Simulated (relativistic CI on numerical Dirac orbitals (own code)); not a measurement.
Ligand-field terms of d2

Computed with a parametric ligand-field model of a d^n configuration (Racah B and C, spin-orbit zeta, crystal field), exact diagonalisation.

Field parameters in Wybourne normalisation: Oh B⁴₀ = 21Dq, B⁴₄ = √(5/14) B⁴₀; Td as Oh with Dq negative (B⁴₀ = 21Dq, B⁴₄ = √(5/14) B⁴₀). The field is a parameter set, without covalency.

(1) Lowest levels for B = 580, C = 2490, ζ = 2200 cm⁻¹, Oh, 10Dq = 36900 cm⁻¹?

(2) Lowest levels for B = 640, C = 2710, ζ = 710 cm⁻¹, Td, 10Dq = -10500 cm⁻¹?

(3) Lowest levels for B = 370, C = 1530, ζ = 660 cm⁻¹, Oh, 10Dq = 33650 cm⁻¹?

(4) Lowest levels for B = 720, C = 3550, ζ = 600 cm⁻¹, Oh, 10Dq = 16500 cm⁻¹?

(5) Lowest levels for B = 330, C = 1370, ζ = 490 cm⁻¹, Oh, 10Dq = 4450 cm⁻¹?

## Answers

(1) E 0 (S 0.98), T2 140 (S 0.98), T1 3034 (S 1.00), A1 3896 (S 0.98), T2 10509 (S 0.07), E 10719 (S 0.07), A1 22406 (S 0.08), A2 36294 (S 1.00), T2 36837 (S 0.99) cm⁻¹, with S from ⟨S²⟩ = S(S + 1). The ground level has 0.02 electrons in the cubic e pair.

(2) T2 0 (S 1.00), E 9471 (S 0.57), A2 10268 (S 1.00), T2 10429 (S 1.00), T1 10724 (S 1.00), E 11448 (S 0.68), T2 15950 (S 1.00), A1 16097 (S 0.85), E 16102 (S 0.99) cm⁻¹, with S from ⟨S²⟩ = S(S + 1). The ground level has 1.99 electrons in the cubic e pair.

(3) E 0 (S 0.99), T2 15 (S 1.00), T1 799 (S 1.00), A1 1110 (S 1.00), T2 5821 (S 0.02), E 5860 (S 0.02), A1 13344 (S 0.01), A2 32793 (S 1.00), T2 32947 (S 1.00) cm⁻¹, with S from ⟨S²⟩ = S(S + 1). The ground level has 0.01 electrons in the cubic e pair.

(4) E 0 (S 1.00), T2 38 (S 1.00), T1 843 (S 1.00), A1 1234 (S 1.00), T2 12128 (S 0.09), E 12471 (S 0.01), A2 15306 (S 1.00), T2 15594 (S 0.97), T1 15764 (S 1.00) cm⁻¹, with S from ⟨S²⟩ = S(S + 1). The ground level has 0.04 electrons in the cubic e pair.

(5) E 0 (S 0.99), T2 91 (S 0.99), T1 806 (S 1.00), A1 1171 (S 1.00), T2 4071 (S 0.90), A2 4247 (S 1.00), T1 4650 (S 1.00), E 4715 (S 1.00), E 5538 (S 0.08) cm⁻¹, with S from ⟨S²⟩ = S(S + 1). The ground level has 0.10 electrons in the cubic e pair.
